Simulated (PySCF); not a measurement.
B(F)2(Et) (C2H5BF2), SMILES CCB(F)F.

Coordinates come from a PBE0-D3(BJ)/def2-SVP optimisation. The values are those of a single conformer.

The numbers are results of TDA-PBE/def2-SVPD (PySCF), not measurements.

Vertical excitations. The molecule is in vacuum. State labels are in the subgroup Cs.

```json
[
 {"state": "S1", "symmetry": "A\"", "energy (eV)": "7.49", "λ (nm)": "165", "f": "0.012", "main pairs": "HOMO→LUMO 98 %"},
 {"state": "S2", "symmetry": "A'", "energy (eV)": "7.67", "λ (nm)": "162", "f": "0.009", "main pairs": "HOMO→LUMO+1 100 %"},
 {"state": "S3", "symmetry": "A'", "energy (eV)": "8.01", "λ (nm)": "155", "f": "0.032", "main pairs": "HOMO−1→LUMO 97 %"},
 {"state": "S4", "symmetry": "A\"", "energy (eV)": "8.24", "λ (nm)": "150", "f": "0.000", "main pairs": "HOMO−1→LUMO+1 100 %"},
 {"state": "S5", "symmetry": "A\"", "energy (eV)": "8.48", "λ (nm)": "146", "f": "0.000", "main pairs": "HOMO−2→LUMO 100 %"},
 {"state": "S6", "symmetry": "A'", "energy (eV)": "8.64", "λ (nm)": "143", "f": "0.046", "main pairs": "HOMO→LUMO+2 99 %"},
 {"state": "S7", "symmetry": "A'", "energy (eV)": "8.99", "λ (nm)": "138", "f": "0.002", "main pairs": "HOMO−2→LUMO+1 96 %"},
 {"state": "S8", "symmetry": "A\"", "energy (eV)": "9.02", "λ (nm)": "137", "f": "0.002", "main pairs": "HOMO−3→LUMO 99 %"},
 {"state": "S9", "symmetry": "A'", "energy (eV)": "9.11", "λ (nm)": "136", "f": "0.022", "main pairs": "HOMO→LUMO+3 96 %"},
 {"state": "S10", "symmetry": "A\"", "energy (eV)": "9.23", "λ (nm)": "134", "f": "0.020", "main pairs": "HOMO−1→LUMO+2 99 %"},
 {"state": "T1", "symmetry": "A\"", "energy (eV)": "6.74", "λ (nm)": "184", "f": "0", "main pairs": "HOMO→LUMO 99 %"},
 {"state": "T2", "symmetry": "A'", "energy (eV)": "7.49", "λ (nm)": "166", "f": "0", "main pairs": "HOMO→LUMO+1 85 %, HOMO−1→LUMO 15 %"},
 {"state": "T3", "symmetry": "A'", "energy (eV)": "7.61", "λ (nm)": "163", "f": "0", "main pairs": "HOMO−1→LUMO 85 %, HOMO→LUMO+1 15 %"},
 {"state": "T4", "symmetry": "A\"", "energy (eV)": "8.08", "λ (nm)": "154", "f": "0", "main pairs": "HOMO−1→LUMO+1 99 %"}
]
```
Triplets are in the Tamm–Dancoff approximation.
